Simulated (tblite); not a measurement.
C3H7ClO2Si2.
Cartesian coordinates in Å at the GFN2-xTB level; atoms count from 1:
```
atom  x, y, z in Å
O1     0.2269    1.8358    1.4238
C2    -0.2804    1.0869    0.6206
Si3   -2.1437    0.5838    0.5111
O4    -1.8698   -0.9207   -0.0876
Si5   -0.3565   -1.4448   -0.4515
C6     0.5266    0.2557   -0.3571
C7     2.0049    0.2422   -0.0332
Cl8    2.8382   -0.9395   -1.0733
H9    -2.7514    0.4273    1.8214
H10   -2.8844    1.3393   -0.4887
H11   -0.4246   -1.9804   -1.8001
H12    0.0862   -2.3495    0.5997
H13    0.3731    0.7284   -1.3346
H14    2.1739   -0.0681    0.9981
H15    2.4765    1.2116   -0.1980
```

Method: GFN2-xTB as coded in tblite; computed harmonic values from a numerical Hessian at the method's own geometry, unscaled. Against measured fundamentals such values can be off by several per cent, at times by over 20. Modes of hydrogen on silicon can be 10 to 20 % off. One conformer, not necessarily the lowest.

Harmonic wavenumbers (cm⁻¹): 43.0, 62.3, 112.4, 126.8, 227.5, 233.1, 335.4, 355.5, 401.2, 438.7, 503.0, 541.9, 566.1, 582.9, 631.4, 638.4, 649.8, 701.8, 743.9, 758.6, 792.0, 825.6, 906.7, 923.5, 988.9, 1054.7, 1103.5, 1139.4, 1231.7, 1269.2, 1450.7, 1725.1, 2319.8, 2331.4, 2350.2, 2362.7, 2903.3, 2978.6, 2988.7.

A = 2166, B = 812.7, C = 615.1 MHz; mass 165.967 u (most abundant isotopes); point group C1, symmetry number 1.

Task: Zero-point energy?

Result: Half the sum of the wavenumbers: 20150 cm⁻¹ = 57.61 kcal/mol.

Task: Entropy at 400 K, 1 bar (ideal gas, RRHO, classical rotation)?

Result: Translation 42.71, rotation 30.95, vibration 39.21: S = 112.9 cal/(mol K).

Task: And Cp and H(400 K) − H(0)?

Result: Cp = 47.43 cal/(mol K), of which vibrations give 39.48 (their classical limit is 39 R = 77.5); H(400 K) − H(0) = 11.37 kcal/mol without the zero-point energy, 8.19 from vibrations.

Task: How do the functions run with temperature in this model?

Result: 
```
 T (K)  S (cal/(mol K))  Cp (cal/(mol K))  H − H(0) (kcal/mol)  G − H(0) (kcal/mol)  ln q(vib)
   150             79.3              23.1                 2.30                -9.59       3.03
   250             93.7              34.2                 5.18               -18.26       5.56
298.15            100.2              39.0                 6.94               -22.92       6.80
   600            134.4              58.4                22.05               -58.58      14.44
   900            160.1              68.1                41.16              -102.91      21.23
```

q(vib) and H(0) count from the zero-point level.

Task: Blend soft modes into free rotors: weight 1/[1 + (100 cm⁻¹/ν̃)⁴] for the oscillator and the rest for a rotor with moment μB/(μ + B), μ = h/(8π²ν), B = 10⁻⁴⁴ kg m². What vibrational entropy results?

Result: 35.91 cal/(mol K) in place of 39.21, which changes −T·S at 400 K by +1.32 kcal/mol.

Task: What must be added to the electronic energy to get the Gibbs energy at 400 K and 1 bar?

Result: ZPE + [H(400 K) − H(0)] − T·S = 57.61 + 11.37 − 45.15 = 23.83 kcal/mol.

Task: Which modes carry the vibrational entropy at 400 K?

Result: 43.0 cm⁻¹: 5.70; 62.3 cm⁻¹: 4.96; 112.4 cm⁻¹: 3.80; 126.8 cm⁻¹: 3.56; 227.5 cm⁻¹: 2.44; 233.1 cm⁻¹: 2.39 cal/(mol K); the other 33 give 16.35 together.

Hindered rotation and anharmonicity are outside this model. Other conformers, if any are populated, would add a mixing term that is left out. The structure is chiral; the term R ln 2 for an equal mix with its mirror image is left out.

Hardware: one thread, Intel Xeon 6975P-C (x86_64), no GPU (shared host). Cost: 0.59 s of wall time. The figure is for the frequency step alone.
